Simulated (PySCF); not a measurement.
C₃H₅NOSi, SMILES N1[Si@H](O)C=CC=1. Heavy atoms are numbered as in [OH:1][Si@@H:2]1[CH:3]=[CH:4][CH:5]=[N:6]1. Hydrogens are named by the atom that carries them.

The structure is a stationary point at PBE0-D3(BJ)/def2-SVP. The structure was generated by enumeration; whether it is a known compound was not checked. One conformer was computed; it need not be the lowest.

Calculation: PySCF with PBE/def2-TZVP.

ESP charges are fitted to the potential on shells at 1.4 to 2.0 van der Waals radii. Atomic charges (e), one atom of each kind:

```
atom       ESP fit  Mulliken  Löwdin  meta-Löwdin
---------  -------  --------  ------  -----------
O1 (OH)      -0.69     -0.48   -0.09        -0.71
Si2 (SiH)     0.85      0.48    0.15         1.03
C3 (CH)      -0.48     -0.24   -0.22        -0.37
C4 (CH)      -0.11     -0.11   -0.17        -0.14
C5 (CH)       0.30     -0.04   -0.24         0.04
N6           -0.61     -0.23    0.01        -0.48
H on O1       0.45      0.31    0.18         0.35
H on Si2     -0.09     -0.03   -0.02        -0.09
H on C3       0.21      0.12    0.13         0.14
H on C4       0.12      0.11    0.14         0.12
H on C5       0.05      0.10    0.13         0.11
```

Computed Mayer and Wiberg (Löwdin basis) orders of the bonds:
```csv
bond,Mayer,Wiberg
O1–Si2,1.26,1.70
Si2–C3,0.89,1.02
C3–C4,1.87,2.02
C4–C5,1.01,1.22
Si2–N6,1.03,1.19
C5–N6,1.96,2.28
```
